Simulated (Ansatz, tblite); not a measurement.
Removing and adding an electron: triphenyltelluronium bromide, `[Br-].c1ccc([Te+](c2ccccc2)c2ccccc2)cc1`. The state is a singlet with charge 0. Geometry: PBE-D4/def2-SVP. Ansatz, gas phase; energy differences of separate SCF runs; the oxidised species was run as a doublet alone; the reduced species was run as a doublet alone.

Cartesian coordinates in Å:
```
Br -3.787 -0.705 -1.602
C 2.748 3.305 0.257
C 2.273 2.352 1.173
C 1.133 1.588 0.872
C 0.462 1.775 -0.351
Te -1.387 0.698 -1.010
C -1.721 0.033 1.007
C -1.932 0.994 2.006
C -2.183 0.567 3.321
C -2.211 -0.803 3.624
C -1.997 -1.752 2.611
C -1.759 -1.339 1.291
C -0.190 -0.982 -1.718
C 1.169 -1.078 -1.377
C 1.922 -2.157 -1.869
C 1.326 -3.116 -2.704
C -0.030 -3.000 -3.046
C -0.799 -1.932 -2.553
C 0.937 2.737 -1.261
C 2.080 3.497 -0.962
H 3.641 3.903 0.497
H 2.794 2.201 2.132
H 0.774 0.840 1.596
H -1.896 2.070 1.777
H -2.358 1.314 4.111
H -2.406 -1.133 4.655
H -2.024 -2.827 2.846
H -1.623 -2.080 0.489
H 1.649 -0.327 -0.735
H 2.985 -2.241 -1.595
H 1.924 -3.956 -3.090
H -0.505 -3.746 -3.701
H -1.873 -1.848 -2.789
H 0.416 2.902 -2.220
H 2.447 4.245 -1.683
```

In the def2 sets Te takes a core potential; there is no spin–orbit coupling. The xTB rows come from tblite. Single mean-field runs in def2-TZVP are fitted with def2-universal-jkfit. HOMO above LUMO, or a gap near zero within one spin, warns that the state may not be the lowest or that an electron is smeared out.

```tsv
level	−HOMO (eV)	vertical IE (eV)	−LUMO (eV)	vertical EA (eV)	HOMO–LUMO gap (eV)	IE − EA (eV)	remarks
GFN1-xTB	9.76	12.55	7.82	5.88	1.93	6.67	–
LDA (SPW92)/def2-TZVP	5.47	7.76	2.61	0.80	2.86	6.95	HOMO above zero (-1 doublet), gap within one spin near zero (+1 doublet)
PBE0-D4/def2-TZVP	6.33	7.78	1.62	0.51	4.71	7.28	HOMO above zero (-1 doublet)
```

(1) Estimate the rows for GFN2-xTB, PBE-D4/def2-TZVP.

## Answers

(1) 
```tsv
level	−HOMO (eV)	vertical IE (eV)	−LUMO (eV)	vertical EA (eV)	HOMO–LUMO gap (eV)	IE − EA (eV)	remarks
GFN2-xTB	9.92	12.22	7.19	5.28	2.73	6.94	–
PBE-D4/def2-TZVP	5.29	7.58	2.38	0.65	2.92	6.93	HOMO above zero (-1 doublet)
```

Relaxing the reduced species (PBE-D4/def2-SVP) changes its energy by -0.30 eV at PBE-D4/def2-TZVP, so the adiabatic electron affinity to this nearest minimum is 0.95 eV. At PBE0-D4/def2-TZVP it is 0.82 eV. The highest occupied level of the relaxed charge -1 doublet lies above zero (up to 0.45 eV). By energy differences its removal costs 0.95 eV (each at its own geometry, to the charge 0 singlet, at PBE-D4/def2-TZVP); self-interaction error and the lack of diffuse functions both raise the level.     A HOMO above zero means that the electron is unbound at that level or that self-interaction error raises the level; the energy of removing that electron tells which. Raw xTB energy differences between charge states are shifted by several eV; the methods need an empirical correction for them. Sets without diffuse functions give affinities that are too small.
